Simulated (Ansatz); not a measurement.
Geometry optimisation, Ansatz 0.2.0, UKS PBE0/def2-SVP.

input.yaml

```yaml
crystal:
  periodic: [false, false, false]
  atoms:
    - { symbol: Zr, position_ang: [0.000845, 0.0, -0.57663] }
    - { symbol: Cl, position_ang: [-0.002291, 0.0, 3.143932] }
    - { symbol: Cl, position_ang: [2.328023, 0.0, -0.783369] }
    - { symbol: Cl, position_ang: [-1.162821, 2.015321, -0.783458] }
    - { symbol: Cl, position_ang: [-1.162821, -2.015321, -0.783458] }
    - { symbol: H, position_ang: [0.001667, 0.0, 4.475384] }
magnetization:
  spin_polarized: true
  initial_magnetization: 1
basis:
  gaussian: { orbitals: def2-SVP }
hamiltonian:
  xc: pbe0
relax:
  f_tol: 0.03
  max_steps: 50
```

Launched with:

```bash
$ ansatz run input.yaml --threads 4 --pin off --max-ram 5120MiB --backend cpu --events-out ev --progress --plain --runs-dir out
```

**Question.** Where does it end, and by what steps?

**Answer.** The run converged. The force dipped under the threshold on the way, but the program's further checks kept it going. After 42 steps the energy has fallen by 0.275 eV; H6 moved furthest, 1.93 Å. Joined: Zr1–Cl2 (3.72 → 2.89 Å).

```json
{"step": "0", "energy less start (eV)": "0.0000", "largest force component (eV/Å)": "1.195", "accepted": "yes"}
{"step": "2", "energy less start (eV)": "-0.0378", "largest force component (eV/Å)": "0.050", "accepted": "yes"}
{"step": "4", "energy less start (eV)": "-0.0391", "largest force component (eV/Å)": "0.107", "accepted": "yes"}
{"step": "6", "energy less start (eV)": "-0.0413", "largest force component (eV/Å)": "0.057", "accepted": "yes"}
{"step": "8", "energy less start (eV)": "-0.0397", "largest force component (eV/Å)": "0.917", "accepted": "no"}
{"step": "10", "energy less start (eV)": "-0.0596", "largest force component (eV/Å)": "0.249", "accepted": "yes"}
{"step": "12", "energy less start (eV)": "-0.0643", "largest force component (eV/Å)": "0.877", "accepted": "no"}
{"step": "14", "energy less start (eV)": "-0.0869", "largest force component (eV/Å)": "0.212", "accepted": "yes"}
{"step": "16", "energy less start (eV)": "-0.0951", "largest force component (eV/Å)": "0.765", "accepted": "yes"}
{"step": "18", "energy less start (eV)": "-0.1183", "largest force component (eV/Å)": "0.110", "accepted": "yes"}
{"step": "20", "energy less start (eV)": "-0.1376", "largest force component (eV/Å)": "0.288", "accepted": "yes"}
{"step": "22", "energy less start (eV)": "-0.0977", "largest force component (eV/Å)": "1.503", "accepted": "no"}
{"step": "24", "energy less start (eV)": "-0.1507", "largest force component (eV/Å)": "0.041", "accepted": "yes"}
{"step": "26", "energy less start (eV)": "-0.1512", "largest force component (eV/Å)": "0.031", "accepted": "yes"}
{"step": "28", "energy less start (eV)": "-0.1525", "largest force component (eV/Å)": "0.028", "accepted": "yes"}
{"step": "30", "energy less start (eV)": "-0.1634", "largest force component (eV/Å)": "0.763", "accepted": "yes"}
{"step": "32", "energy less start (eV)": "-0.2298", "largest force component (eV/Å)": "0.707", "accepted": "yes"}
{"step": "34", "energy less start (eV)": "-0.2589", "largest force component (eV/Å)": "0.308", "accepted": "yes"}
{"step": "36", "energy less start (eV)": "-0.2665", "largest force component (eV/Å)": "0.164", "accepted": "yes"}
{"step": "38", "energy less start (eV)": "-0.2694", "largest force component (eV/Å)": "0.103", "accepted": "yes"}
{"step": "40", "energy less start (eV)": "-0.2624", "largest force component (eV/Å)": "0.221", "accepted": "no"}
{"step": "42", "energy less start (eV)": "-0.2753", "largest force component (eV/Å)": "0.028", "accepted": "yes"}
```

```xyz
6
Properties=species:S:1:pos:R:3
Zr -0.272 -0.197 0.048
Cl -0.296 0.598 2.828
Cl 1.991 -0.567 0.751
Cl -1.431 1.806 -0.342
Cl -0.945 -1.885 -1.413
H 0.956 0.245 2.820
```

Whether the end is a true minimum wasn't checked by a vibrational analysis.

Time of the run: 2.4 min on 4 threads of Arm Neoverse V2, on a shared host, peak memory 0.43 GiB.
